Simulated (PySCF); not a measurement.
Ti(F)3(OH)(OH2) (F3H3O2Ti), SMILES [OH][Ti](<-[OH2])([F])([F])[F], multiplicity 1.

Geometry: B3LYP-D3(BJ)/def2-SVP. The multiplicity is an assumed one; other spin states were not compared. Other conformers were not sampled.

Two levels are set side by side: TDDFT-PBE/def2-SVPD (PySCF) and TDDFT-B3LYP/def2-SVPD (PySCF). Vertical, same geometry. The lowest singlet is HOMO→LUMO 96 % with PBE and HOMO→LUMO 94 % with the other functional; states are paired by order. Differences are taken from unrounded values.

```tsv
quantity	TDDFT-PBE
lowest singlet excitation (eV)	4.95
lowest triplet excitation (TDA) (eV)	4.72
```

**Question.** These are the TDDFT-PBE values. What does TDDFT-B3LYP give? (The exact figures need the calculation; the answer reports its results.)

**Answer.** 
| quantity | TDDFT-B3LYP | TDDFT-PBE minus TDDFT-B3LYP |
|---|---|---|
| lowest singlet excitation (eV) | 5.37 | -0.42 |
| lowest triplet excitation (TDA) (eV) | 5.05 | -0.32 |

A lower first singlet is the usual sign of a functional without exact exchange. Differences between two approximate levels are no errors against the true value.

Rough cost on one machine, each run with all the roots and properties that it gave: TDDFT-B3LYP against TDDFT-PBE about 5 times.
